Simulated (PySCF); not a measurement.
## Structure from NMR data

Molecular formula: C$_{7}$H$_{12}$OSi$_{2}$. Simulated spectra:

¹H NMR (600 MHz, computed): δ 6.08 (s, 1H), 5.89 (m, 1H), 5.63 (m, 1H), 5.54 (m, 1H), 4.06 (m, 2H), 3.93 (m, 2H), 3.07 (d, 2H), 1.88 (m, 2H).

¹³C{¹H} NMR (computed): δ 230.0 (C), 164.6 (C), 144.0 (CH), 136.8 (CH), 125.9 (CH2), 54.2 (CH2), 15.5 (CH2).

Calculated, not measured (PySCF 2.14.0 with density-fitted response routines): geometry: GFN2-xTB, shielding tensors at PBE0/pcSseg-1 (GIAO). Gas phase, relativity neglected, one computed conformer, averaged over atoms made equivalent by symmetry, fast rotation or ring inversion.

Chemical shifts δ = σref − σ; TMS for ¹H (σ = 31.72 ppm) and ¹³C (σ = 186.93 ppm), all at this level.

Q: Which of these isomers gave the spectra?
A. C=CCC1=CC(=O)[SiH2][SiH2]C1
B. [SiH3]Cc1cccc(O[SiH3])c1
C. C=C[Si@H](C#CC)C(=C)O[SiH3]

A: A. 

- The formula gives 4 degrees of unsaturation (1 ring in the answer).
- 7 carbon signals for 7 carbons: no two carbons are equivalent.
- Carbon types of the structure: 2 × C, 2 × CH, 3 × CH2, leaving 4 H on heteroatoms.
- δC 230.0: carbonyl carbon.
- δC 164.6: β carbon of a C=C–C=O unit; conjugation with the carbonyl draws π density from the β position.
- δC 144.0: alkene CH; the olefinic region.
- δC 136.8: α carbon of a C=C–C=O unit; the olefinic region.
- δC 125.9: terminal =CH2 carbon; as expected for a trigonal carbon in a double bond.

The others: C=C[Si@H](C#CC)C(=C)O[SiH3] has carbons computed at 170.0, 143.7, 141.9, 113.3, 107.3, 83.5, 6.1, with a different DEPT pattern; [SiH3]Cc1cccc(O[SiH3])c1 would give 7 signals for carbon-bound and other non-exchanging H, not 8.

Shifts are as computed. Against solution values, carbons near 30 ppm lie about +3 ppm off and those near 130 ppm about +5 ppm. Of 1211 compounds with measured shifts, 218 miss one by over three times the rms of a fit or turn the order of signals round; such compounds aren't used in these exercises. No couplings were computed; multiplicities are counted from neighbouring protons, with m where these are inequivalent, close in shift, in a saturated or five-membered ring or joined by F or P, and br s for small geminal =CH2 splittings.
